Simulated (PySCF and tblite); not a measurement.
C₆H₇F, numbered as in [F:1][C:2]1=[CH:3][CH2:4][CH2:5][CH:6]=[CH:7]1.

Geometries GFN2-xTB; weights from PBE0-D3(BJ)/pcSseg-1 energies and GFN2-xTB thermal corrections, with symmetry numbers and mirror pairs. Conformers within 2.5 kcal/mol (GFN2-xTB free energy) were kept, 5 at most. Couplings: B3LYP/6-31G* with pcJ-1 on H, F (gas phase; spin-dipole term only for pairs with B, N, F, Si or P). Couplings are for ¹⁹F, ¹H; a prime marks the second kind of pair between the same two sets of atoms. H–H couplings come out 0.1 to 0.9 Hz lower than with pcJ-1 on all atoms. Codes: tblite and PySCF.

The 6-ring runs over atoms 2–3–4–5–6–7. Of a mirror pair one member is shown.

| conformer | shape | weight % |
| --- | --- | --- |
| 1 | 6-ring half-chair (ring torsions 30, -42, 30, -3, -13, -2°) | 100.0 |

Task: Give the couplings in each conformer and the averages at 298.15 K (pairs that fast motion interchanges averaged).

Result: 
```tsv
coupling	pairs	1	average (Hz)
³J(F1,H3)	1	10.7	10.7
³J(F1,H7)	1	7.4	7.4
³J(H3,H4)	2	5.8	5.8
²J(H4,H4)	1	-18.0	-18.0
³J(H4,H5)	2	12.4	12.4
³J(H4,H5′)	2	10.5	10.5
²J(H5,H5)	1	-18.6	-18.6
³J(H5,H6)	2	5.4	5.4
³J(H6,H7)	1	11.7	11.7
```

Computed couplings to fluorine can be off by tens of per cent at such levels.
